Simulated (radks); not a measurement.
Neutral lutetium inside a hard spherical wall (all orbitals vanish at R), configuration held at [Xe] 4f14 5d1 6s2 and not refilled when levels cross. Calculated with a radial shooting solver on a logarithmic mesh with Libxc functionals: scalar-relativistic Kohn-Sham, r2SCAN, spin-polarised, spherical densities, finite nucleus; open shells are filled with parallel spins first (spin-orbit coupling, left out, can overturn this in heavy ions); meta-GGA in the generalised Kohn-Sham scheme; Fermi nuclear charge, rms radius 5.37 fm. Eigenvalues in eV for spin up, with the zero of energy where the potential of the charges vanishes at infinity; a dash marks a level that is unbound or too diffuse for the functional's potential to be trusted. A positive occupied level is held by the wall or, in an anion where self-interaction has pushed it up, behind a barrier. The pressure on the wall is -dE/dV.

| R (bohr) | E (hartree) | kinetic (hartree) | e(5p) | e(4f) | e(6s) | e(5d) | e(6p, empty) | e(7s, empty) | pressure (GPa) |
|---|---|---|---|---|---|---|---|---|---|
| free | -14562.9975 | 15909.141 | -32.940 | -9.749 | -4.965 | -1.911 | -1.373 | - | 0 |
| 20 | -14562.9975 | 15909.141 | -32.940 | -9.748 | -4.965 | -1.911 | -1.373 | 0.168 | < 0.0001 |
| 10 | -14562.9960 | 15909.155 | -32.812 | -9.618 | -4.881 | -1.801 | -1.157 | 2.502 | 0.0357 |
| 7 | -14562.9657 | 15909.340 | -31.752 | -8.533 | -4.028 | -0.859 | 0.439 | 9.389 | 1.52 |
| 6 | -14562.9097 | 15909.605 | -30.646 | -7.386 | -2.878 | 0.196 | 2.393 | 15.992 | 5.79 |
| 3 | -14560.1101 | 15920.027 | -16.354 | 9.076 | 32.895 | 19.370 | 51.790 | 136.36 | 1160 |
| 2.5 | -14556.3184 | 15933.800 | -4.366 | 22.337 | 70.491 | 36.440 | 97.175 | 231.47 | 4580 |
| 2 | -14544.8272 | 15972.808 | 25.805 | 51.080 | 163.05 | 77.455 | 202.17 | 436.98 | 23400 |
